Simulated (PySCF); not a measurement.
## What settings do to a single point of [Yb(NH3)3]3+

The sound run of [Yb(NH3)3]3+ (singlet in the valence; each metal's 4f electrons, 13 of them, lie in its core potential, out of spins and levels) uses PySCF 2.14.0, RKS PBE0, Yb lcecp-1-SVP with ECP59, N def2-SVP, H def2-SVP; non-relativistic Hamiltonian with scalar-relativistic core potentials where named; density fitting; no spin-orbit coupling, grid (50, 194), threshold 1e-8 Eh and 55 cycles, at the relaxed geometry:

```xyz
13

Yb    0.0000    0.0000   -0.6929
N     2.2163    0.0142    0.0610
H     2.3841   -0.3941    1.0003
H     2.8906   -0.5058   -0.5344
H     2.6589    0.9497    0.1371
N    -1.1204    1.9123    0.0610
H    -0.8508    2.2617    1.0003
H    -1.0073    2.7562   -0.5344
H    -2.1520    1.8278    0.1371
N    -1.0958   -1.9264    0.0610
H    -1.5333   -1.8677    1.0003
H    -1.8833   -2.2504   -0.5344
H    -0.5070   -2.7776    0.1371
```

There Yb1 has a Mulliken charge of 1.78 e and the dipole about the centre of mass is 2.93 D. Each run below changes one thing and starts from free metal ions and neutral atoms unless it says otherwise; with 55 cycles, smearing, a level shift and second-order steps follow where DIIS fails, and their cycles count. Energy shifts count from the sound run. On f atoms grids over 110 angular points are at least (60, 302).

```csv
change,outcome,cycles,energy shift (eV),largest force component (eV/Å),charge on Yb1 (e),dipole about the centre of mass (D)
"start from the bare core Hamiltonian, limit 79 cycles",converged,10,0.0000,0.02,1.78,2.93
threshold 0.001,converged,6,0.0000,0.02,1.78,2.93
all coordinates × 1.05,converged,9,0.62,1.82,1.81,3.00
```

(1) How does the run with this change end: cycle limit 8?

Forces carry noise of the integration grid, about 0.01 to 0.03 eV/Å.

No frequency check is given that shows the relaxed geometry to be a minimum, and it was reached by following one of several unstable modes of a saddle point. An lcecp potential fixes the number of 4f electrons, so in runs with it no electron can move into or out of that shell.

## Answers

(1) outcome not converged, cycles 8.
